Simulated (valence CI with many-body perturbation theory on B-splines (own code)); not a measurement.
**Which ion has this spectrum?**

A relativistic CI+MBPT calculation for an atom or ion with 13 electrons gives these levels (cm⁻¹):

```tsv
J	Parity	E	g
1/2	odd	0	0.67
3/2	odd	7552	1.33
1/2	even	160366	2.67
3/2	even	163223	1.73
5/2	even	167282	1.60
3/2	even	212072	0.80
5/2	even	212627	1.20
1/2	even	264657	1.92
1/2	even	281297	0.75
3/2	even	285475	1.33
3/2	even	345301	0.80
5/2	even	345844	1.20
3/2	odd	413385	0.81
5/2	odd	414351	1.20
```

The energies are calculated, with errors of perhaps 200 cm⁻¹, more in some levels.

(1) Which is it?
A. Cr11+
B. Ti9+
C. Ca7+
D. K6+

Results:

(1) B. Ti9+, ground level 3s²3p ²P°_1/2.
